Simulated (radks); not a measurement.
Spherical quantum dot in the effective-mass picture: electrons in a parabolic well V = omega^2 r^2 / 2 with omega = 0.669, all in effective atomic units (hartree* = m*/eps^2 hartree, bohr* = eps/m* bohr), one dielectric constant everywhere. Calculated with a radial shooting solver with Libxc functionals: non-relativistic Kohn-Sham, r2SCAN, spin-polarised, spherical densities, generalised Kohn-Sham scheme. Levels are named by radial order and angular momentum (1s, 1p, 1d, 2s, ...), and open shells are averaged over m. Results are scaled to m* = 0.265 and eps = 15.3, for which hartree* = 30.8 meV and bohr* = 3.055 nm.

N = 10, configuration 1s2 1p6 1d(up 2, down 0). This is the lowest configuration that the search found. Occupied and some empty levels:

level    occupation  eigenvalue (meV)  <r> (nm)
1s up             1            149.77     5.902
1s down           1            150.47     5.709
1p up             3            160.97     7.225
1p down           3            162.53     7.135
1d up             2            174.29     8.194
1d down           0            176.28     8.154
2s up             0            178.23     7.077
2s down           0            179.18     7.156
1f up             0            189.23     9.000
1f down           0            191.54     8.964
2p up             0            194.19     8.106
2p down           0            195.55     8.037

Energy (meV): total 1062.56, kinetic 164.35, external 411.24, Hartree 593.97, exchange-correlation -107.00.
